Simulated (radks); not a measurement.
The manganese ion Mn2+, [Ar] 3d5. Calculated with a radial shooting solver on a logarithmic mesh with Libxc functionals: non-relativistic Kohn-Sham, exchange-only PBE, spin-polarised, spherical densities, point nucleus. Every spin shell is full or empty, so the densities are truly spherical. Functionals are evaluated on that one density, not self-consistently. Rank these orbital-free kinetic functionals by their error against the exact value of the orbitals, and give that value: Thomas-Fermi, von Weizsacker, TF + vW, TF + vW/9, TF + vW/5, LC94, APBEK, revAPBEK, Perdew 92, Thakkar, Pearson, LKT, PG1, Ernzerhof.

Answer. Exact: 1148.90 hartree. From best to worst, with 100 (|E| - |E exact|)/|E exact| (equal figures are ties): LC94 -0.01, APBEK +0.09, Ernzerhof -0.30, revAPBEK +0.36, Thakkar -0.39, Perdew 92 -0.75, TF + vW/9 -0.76, Pearson -1.34, TF + vW/5 +3.93, Thomas-Fermi -6.63, PG1 +20.33, LKT +25.49, TF + vW +46.15, von Weizsacker -47.23.
